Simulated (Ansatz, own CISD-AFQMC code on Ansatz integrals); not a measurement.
H2B2Si, SMILES `B1=[SiH]B1` (charge 0, multiplicity 1).

Cartesian coordinates (Å):
```xyz
5

B     -0.2910     1.3511     0.0805
Si     0.9849     0.1225     0.0153
B     -1.0607     0.0315    -0.0080
H      2.2344    -0.6798    -0.0230
H     -1.8676    -0.8252    -0.0648
```
Charge 0, spin multiplicity 1.

Frozen-core correlation energies in cc-pVTZ at a geometry from B3LYP-D3(BJ)/def2-TZVP, on an HF energy of -339.31870 Ha (<S^2> = 0.00, restricted and unstable towards unrestricted orbitals). Wave-function levels are from Ansatz, the walk from an own CISD-AFQMC code on Ansatz integrals (time step 0.005/Ha, trial state from CCSD amplitudes, largest double 0.12).

| level | correlation energy (mHa) |
|---|---|
| MP2 | -316.1 |
| CCSD | -338.4 |
| CCSD(T) | -362.6 |

Question: What correlation energy does phaseless AFQMC give, and where does it lie among these levels?

Answer: -363.7 ± 0.4 mHa (one standard error). AFQMC minus each level: MP2 -47.6 mHa, CCSD -25.3 mHa, CCSD(T) -1.1 mHa.
